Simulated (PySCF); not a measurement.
Excitation energy of Xe²⁺ by level of theory

Xe²⁺ [Kr] 4d10 5s2 5p4 (3P) → Xe²⁺ [Kr] 4d10 5s1 5p5 (3P), as a difference of total energies. Computed with PySCF 2.14 in def2-TZVPPD with the def2 core potential (28 electrons) (7s6p4d2f, 59 functions), with scalar relativity through the core potential. Correlated levels: valence: 4s2 4p6 4d10 frozen. The calculations carry no spin-orbit coupling.

| method | excitation energy (eV) |
| --- | --- |
| UHF | 13.997 |
| MP2 (valence) | 12.970 |
| SCS-MP2 (valence) | 12.831 |
| CCSD (valence) | 12.035 |
| CCSD(T) (valence) | 11.706 |

**Question.** How much does correlation contribute at CCSD(T) (valence)?

**Answer.** 11.706 − (13.997) = -2.291 eV, measured against UHF.

The coupled-cluster amplitudes are large for the upper state (T1 above 0.03 or a double amplitude above 0.15), so a single reference is strained.
